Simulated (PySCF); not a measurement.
**Ionisation energy of Te³⁵⁺ by level of theory**

Te³⁵⁺ [Ne] 3s2 3p5 (2P) → Te³⁶⁺ [Ne] 3s2 3p4 (3P), as a difference of total energies. All numbers are calculated (PySCF 2.14, the non-relativistic Hamiltonian (point nucleus), in an even-tempered Gaussian basis (16 s from 5.6 bohr⁻², ratio 2.5; 10 p from 7.3 bohr⁻², ratio 2.5; 5 d from 33 bohr⁻², ratio 2.7; 4 f from 50 bohr⁻², ratio 2.7)). Correlated levels: outer shells: 1s2 frozen; virtual orbitals above 40 to 60 times the deepest correlated orbital energy dropped. The calculations carry no spin-orbit coupling.

```
                method  ionisation energy (eV)
                   UHF                  2370.6
                   LDA                  2372.9
                   PBE                  2373.1
                  PBE0                  2373.0
                r2SCAN                  2373.2
                B2PLYP                  2372.5
                 B3LYP                  2373.3
    MP2 (outer shells)                  2371.5
SCS-MP2 (outer shells)                  2371.4
```

Spin-orbit coupling is strong in these open shells (close to jj coupling). The scalar numbers leave it out and a first-order estimate fails, so it can dominate the gap to the real levels.

All relativistic terms are absent from these numbers, so their closeness to the reference says little about the methods.

For comparison: 2386 ± 5 eV (theoretical estimate listed by NIST; NIST Atomic Spectra Database, ionization energies).
